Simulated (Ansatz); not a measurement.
```yaml
crystal:
  periodic: [false, false, false]
  atoms:
    - {symbol: B, position_ang: [-1.335424, 0.095455, 0.233719]}
    - {symbol: Si, position_ang: [0.278367, 0.342465, -0.815390]}
    - {symbol: N, position_ang: [0.001519, -0.743095, 0.678463]}
    - {symbol: O, position_ang: [1.433220, 1.469350, -0.482494]}
    - {symbol: H, position_ang: [-2.182128, -0.614088, -0.229823]}
    - {symbol: H, position_ang: [-1.628680, 0.936535, 1.033514]}
    - {symbol: H, position_ang: [0.796517, -0.582934, -1.863355]}
    - {symbol: H, position_ang: [-0.031928, -1.750201, 0.610538]}
    - {symbol: H, position_ang: [0.414517, -0.458827, 1.556060]}
    - {symbol: H, position_ang: [2.337220, 1.254040, -0.718131]}
basis:
  gaussian: {orbitals: def2-TZVP, fitting: {mean_field: cc-pVTZ-jkfit}, point_charges: [{charge: 0.50, position_ang: [5.470, 0.524, -0.297]}]}
hamiltonian: {xc: {name: wB97X-D}, pseudopotentials: {relativity: scalar}}
output: {forces: true}
```

```sh
$ ansatz run in.yaml --threads 2 --pin off --events-out ev --progress --plain --max-ram 4352MiB
```

(1) How does Ansatz answer? (Best estimate.)

Results:

(1) The calculation gave: The input was rejected before any iteration.
```
Error: YAML parse error: error: line 16 column 19: hamiltonian.xc: no functional is named "wB97X-D"; the names, which are not case-sensitive, are SVWN5, SPW92, PBE, PBE0, PBEsol, revPBE, revPBE0, RPBE, rPW86-PBE, HSE06, wPBEh, LC-wPBE, HISS, HF, BLYP, B3LYP, B3LYP5, BHLYP, CAM-B3LYP, r2SCAN, r2SCANh, r2SCAN0, r2SCAN50, m-r2SCAN, B97, wB97, wB97X, wB97X-V, B97M-V, wB97M-V, B2PLYP, B2GP-PLYP, PBE0-DH, PBE-QIDH
14 | basis:
15 |   gaussian: {orbitals: def2-TZVP, fitting: {mean_field: cc-pVTZ-jkfit}, point_charg…
16 | hamiltonian: {xc: {name: wB97X-D}, pseudopotentials: {relativity: scalar}}
17 | output: {forces: true}
```

HSE06 is defined as in plane-wave codes.
